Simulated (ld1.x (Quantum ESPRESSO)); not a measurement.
**Before and after: PAW potential for chlorine (Cl)**

ld1.x (Quantum ESPRESSO) 7.5 input, shortened:

```
&input
   title='Cl', zed=17., rel=1, dft='BP', iswitch=3,
   config='[Ne] 3s2 3p5 3d-2'
 /
 &inputp
   pseudotype=3, lpaw=.true., tm=.true., lloc=-1, rcloc=1.05,
   nlcc=.true., new_core_ps=.true., rcore=0.80,
   which_augfun='PSQ', rmatch_augfun=0.95
 /
6
3S  1  0   2.00   0.00  1.00  1.25  0.0
3S  1  0   0.00   3.10  1.00  1.25  0.0
3P  2  1   5.00   0.00  0.90  1.15  0.0
3P  2  1   0.00  -0.10  0.90  1.15  0.0
3D  3  2  -2.00   0.05  0.95  1.20  0.0
3D  3  2  -2.00   2.55  0.95  1.20  0.0
 &test
   configts(1)='3s2 3p5'
 /
```

Change: local potential all-electron potential smoothed inside 1.25 bohr (lloc = -2).

Cutoffs: the cutoffs (Ry, on a coarse ladder) from which the occupation-weighted sum of valence levels, in a spherical-Bessel basis at the reference potential, stays within 10 and 1 mRy of its value at 400 Ry; they do not see the model core or the augmentation charge, which bear on the density cutoff. Errors are all-electron minus pseudo energies relative to the spin-unpolarised reference configuration.

**Question.** How do hardness, ghosts and transferability respond?

**Answer.** The potential gets harder (30 Ry and 60 Ry → 30 Ry and 70 Ry); the errors of the 7 common tests hardly move; neither file shows a bound ghost.

| quantity | base | changed |
| --- | --- | --- |
| cutoff, loose | 30 Ry | 30 Ry |
| cutoff, tight | 60 Ry | 70 Ry |
| bound ghosts | none | none |
| error for 3s2 3p4, meV [ΔE 13.96 eV] | -1.7 | -1.7 |
| error for 3s2 3p3, meV [ΔE 39.50 eV] | -8.3 | -8.3 |
| error for 3s2 3p2, meV [ΔE 77.90 eV] | -29 | -29 |
| error for 3s1 3p6, meV [ΔE 12.16 eV] | -0.7 | -0.6 |
| error for 3s2 3p1, meV [ΔE 130.25 eV] | -85 | -85 |
| error for 3s1 3p5, meV [ΔE 26.68 eV] | -2.6 | -2.6 |
| error for 3s2 3p5.3, meV [ΔE -2.17 eV] | +0.3 | +0.3 |
| s: phases at 1.35 bohr within 0.05 rad from the reference energy up to (Ry; the scan ends near 5) | to the end of the scan | to the end of the scan |
| p: phases at 1.35 bohr within 0.05 rad from the reference energy up to (Ry; the scan ends near 5) | 4.5 | to the end of the scan |
| d: phases at 1.35 bohr within 0.05 rad from the reference energy up to (Ry; the scan ends near 5) | to the end of the scan | to the end of the scan |
| lowest overlap eigenvalue by channel | s 0.46, p 0.75, d 0.96 | s 0.48, p 0.76, d 0.96 |
